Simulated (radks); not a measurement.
Sb I, configuration [Kr] 4d10 5s2 5p3.

Method: Dirac Kohn-Sham, PBE, spin-unpolarised, spherical densities, finite nucleus; open shells fill j = l - 1/2 first; Fermi nuclear charge, rms radius 4.6802 fm; computed with a radial shooting solver on a logarithmic mesh with Libxc functionals.

Energy parts (eV):
| part | energy |
|---|---|
| total | -176420.570 |
| kinetic | 186155.252 |
| electron-nucleus | -428402.536 |
| Hartree | 70469.187 |
| exchange-correlation | -4642.473 |

Orbitals (lengths in bohr, moments of r in powers of bohr; r(90%) holds 90 % of the orbital's charge):
orbital  occ.  eigenvalue (eV)  r(90%)
1s1/2       2        -30282.71  0.0511
2s1/2       2        -4606.526   0.189
2p1/2       2        -4309.641   0.169
2p3/2       4        -4057.829   0.177
3s1/2       2        -902.9493   0.486
3p1/2       2        -781.5816   0.483
3p3/2       4        -735.1172   0.499
3d3/2       4        -520.8093   0.478
3d5/2       6        -511.1533   0.483
4s1/2       2        -148.4297    1.14
4p1/2       2        -107.3917    1.22
4p3/2       4         -98.8050    1.27
4d3/2       4         -33.9621    1.58
4d5/2       6         -32.7195    1.60
5s1/2       2         -12.6508    3.30
5p1/2       2          -5.1161    4.34
5p3/2       1          -4.5158    4.57

The highest occupied level is 5p3/2 at -4.516 eV. The electron density at the nucleus is 2.089e+05 e/bohr^3. For comparison, the ionisation energy in NIST's Atomic Spectra Database is 8.608 eV (measured). In exact Kohn-Sham theory the highest level is minus the ionisation energy, but local and semilocal functionals leave it too shallow, through self-interaction and a potential that decays too fast; potentials with the right tail come closer. The density falls to 0.001 e/bohr^3 at r = 4.68 bohr. Summed over all electrons, <r^2> = 61.72 bohr^2, which gives a Langevin (diamagnetic) susceptibility term of -48.9 x 10^-6 cm^3/mol.

Beside tabulated values, note that spin-unpolarised runs miss the spin-polarisation part of the exchange energy of open shells.
